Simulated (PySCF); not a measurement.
GeH3I, SMILES [GeH3][I].

Geometry optimised at PBE0-D3(BJ)/def2-TZVP. The def2 effective core potentials stand for the cores of I; spin–orbit coupling is left out.

All values below come from TDA-CAM-B3LYP/def2-SVPD (PySCF 2.14.0).

Vertical excitations; the highest root listed may be one member of a degenerate set. The molecule is in vacuum. State labels are in the subgroup Cs.

```json
[
 {"state": "S1", "symmetry": "A'", "energy (eV)": "5.13", "λ (nm)": "242", "f": "0.008", "main pairs": "HOMO→LUMO (degenerate set)"},
 {"state": "S2", "symmetry": "A\"", "energy (eV)": "5.13", "λ (nm)": "242", "f": "0.008", "main pairs": "HOMO−1→LUMO (degenerate set)"},
 {"state": "S3", "symmetry": "A'", "energy (eV)": "6.73", "λ (nm)": "184", "f": "0.039", "main pairs": "HOMO→LUMO+1 (degenerate set)"},
 {"state": "S4", "symmetry": "A\"", "energy (eV)": "6.73", "λ (nm)": "184", "f": "0.039", "main pairs": "HOMO−1→LUMO+1 (degenerate set)"},
 {"state": "S5", "symmetry": "A'", "energy (eV)": "7.34", "λ (nm)": "169", "f": "0.093", "main pairs": "HOMO−2→LUMO 45 %, HOMO−1→LUMO+5 23 %, HOMO→LUMO+6 23 %"},
 {"state": "S6", "symmetry": "A\"", "energy (eV)": "7.39", "λ (nm)": "168", "f": "0.000", "main pairs": "HOMO→LUMO+5 48 %, HOMO−1→LUMO+6 48 %"},
 {"state": "S7", "symmetry": "A'", "energy (eV)": "7.51", "λ (nm)": "165", "f": "0.000", "main pairs": "HOMO→LUMO+6, HOMO−1→LUMO+5 (degenerate set)"},
 {"state": "S8", "symmetry": "A\"", "energy (eV)": "7.51", "λ (nm)": "165", "f": "0.000", "main pairs": "HOMO−1→LUMO+6, HOMO→LUMO+5 (degenerate set)"},
 {"state": "S9", "symmetry": "A\"", "energy (eV)": "7.76", "λ (nm)": "160", "f": "0.019", "main pairs": "HOMO−1→LUMO+2 (degenerate set)"},
 {"state": "S10", "symmetry": "A'", "energy (eV)": "7.76", "λ (nm)": "160", "f": "0.019", "main pairs": "HOMO→LUMO+2 (degenerate set)"},
 {"state": "T1", "symmetry": "A'", "energy (eV)": "4.64", "λ (nm)": "267", "f": "0", "main pairs": "HOMO→LUMO (degenerate set)"},
 {"state": "T2", "symmetry": "A\"", "energy (eV)": "4.64", "λ (nm)": "267", "f": "0", "main pairs": "HOMO−1→LUMO (degenerate set)"},
 {"state": "T3", "symmetry": "A'", "energy (eV)": "6.09", "λ (nm)": "203", "f": "0", "main pairs": "HOMO−2→LUMO 91 %"},
 {"state": "T4", "symmetry": "A'", "energy (eV)": "6.52", "λ (nm)": "190", "f": "0", "main pairs": "HOMO→LUMO+1 91 %"}
]
```
Triplets are in the Tamm–Dancoff approximation.
